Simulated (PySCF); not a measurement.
cyclopentadiene (C5H6), SMILES C1=CCC=C1.

The structure is a stationary point at PBE0-D3(BJ)/def2-SVP. Other conformers were not sampled.

Computed with PBE0/def2-TZVP run with PySCF.

Symmetry labels are those of the subgroup Cs that the program uses (full group Cs).

Task: List the valence orbital energies around the gap with their symmetry. (Estimate from the structure and the level; the computed values follow.)

Result: 
| orbital | symmetry | energy (eV) |
|---|---|---|
| HOMO−7 | A' | -14.38 |
| HOMO−6 | A" | -12.24 |
| HOMO−5 | A' | -11.09 |
| HOMO−4 | A' | -10.53 |
| HOMO−3 | A' | -10.12 |
| HOMO−2 | A' | -10.10 |
| HOMO−1 | A" | -8.54 |
| HOMO | A" | -6.32 |
| LUMO | A" | -0.53 |
| LUMO+1 | A' | 1.64 |
| LUMO+2 | A" | 1.97 |
| LUMO+3 | A' | 2.40 |
